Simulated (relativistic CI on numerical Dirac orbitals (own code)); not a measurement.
**Ru⁶⁺: 3p photoemission**

Computed with this model: Dirac-Coulomb-Breit CI, KLI orbitals optimised for each configuration, QED by a radiative potential, valence Slater integrals scaled by 0.8, multiplet model of photoemission in the sudden approximation; configurations [Kr] 4d2 → [Ne] 3s2 3p5 3d10 4s2 4p6 4d2; 80 K; Lorentzian 1.4 eV and Gaussian 0.6 eV FWHM. Energies are those of the free ion, without screening or charge transfer. The energies are binding energies and can lie tens of eV above those of solids. S is read from ⟨S²⟩ = S(S + 1).

Field parameters in Wybourne normalisation: Oh B⁴₀ = 21Dq, B⁴₄ = √(5/14) B⁴₀. The field is a parameter set, without covalency.

Computed curve for free ion, scaled to 100 at the maximum (points under 2 are left out and the grid is thinned):

Energy (eV), Intensity and a bar:
```
    564.2        2.1 
    564.6        2.4 
    564.8        2.6 
    565.2        3.1 
    565.6        3.7 #
    565.8        4.1 #
    566.2        5.0 #
    566.6        6.4 #
    566.8        7.3 ##
    567.2        9.7 ##
    567.6       13.6 ####
    567.8       16.5 ####
    568.2       25.4 #######
    568.6       41.4 ############
    568.8       52.9 ################
    569.2       79.9 ########################
    569.6       98.9 ##############################
    570.0       94.4 #############################
    570.2       83.8 #########################
    570.6       57.7 #################
    571.0       37.4 ###########
    571.2       30.5 #########
    571.6       21.2 ######
    572.0       15.6 ####
    572.2       13.5 ####
    572.6       10.2 ###
    573.0        7.6 ##
    573.2        6.5 #
    573.6        5.0 #
    574.0        4.0 #
    574.2        3.6 
    574.6        3.0 
    575.0        2.6 
    575.2        2.4 
    575.6        2.1 
    588.6        2.2 
    588.8        2.4 
    589.2        3.0 
    589.6        3.8 #
    589.8        4.3 #
    590.2        5.8 #
    590.6        8.2 ##
    590.8        9.9 ##
    591.2       15.6 ####
    591.6       26.0 #######
    592.0       41.4 ############
    592.2       48.6 ##############
    592.6       53.8 ################
    593.0       44.3 #############
    593.2       36.7 ###########
    593.6       22.8 ######
    594.0       14.2 ####
    594.2       11.5 ###
    594.6        7.8 ##
    595.0        5.6 #
    595.2        4.8 #
    595.6        3.6 
    596.0        2.8 
    596.2        2.5 
    596.6        2.1
```

The ground state has S = 0.98, and the centroid lies at 577.40 eV.
